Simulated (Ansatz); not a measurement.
ammonia borane (SMILES [BH3-][NH3+]) moved off its minimum; all values from Ansatz (a quantum-chemistry and plane-wave program), cores frozen in correlated methods.
(charge 0, multiplicity 1)
```xyz
8

B     -0.9041     0.0408     0.0783
N      0.8443    -0.1599    -0.0317
H     -1.3626    -0.5092    -1.0502
H     -0.9893     1.2600    -0.3051
H     -1.2927    -0.1393     1.1869
H      1.1376    -1.1253     0.1929
H      1.0233     0.4457     0.7669
H      1.1029    -0.0018    -0.8801
```

Forces at B3LYP/def2-TZVPP (eV/Å):

```csv
atom,Fx,Fy,Fz
B1,-0.195,1.216,-3.682
N2,-3.591,-3.087,7.729
H3,0.533,0.046,2.138
H4,0.230,-0.913,0.850
H5,0.126,-0.483,0.052
H6,-0.303,0.759,0.068
H7,0.943,0.166,-0.943
H8,2.259,2.296,-6.211
```

Give the forces (eV/Å), the total energy and the dipole at CCSD(T)/cc-pVTZ.


```tsv
atom	Fx	Fy	Fz
B1	-0.066	1.212	-3.747
N2	-3.769	-3.154	7.786
H3	0.527	0.001	2.108
H4	0.248	-0.854	0.847
H5	0.113	-0.515	0.142
H6	-0.319	0.789	0.078
H7	0.967	0.184	-0.943
H8	2.299	2.337	-6.271
```
Energy -83.0240 hartree, dipole 5.02 D.
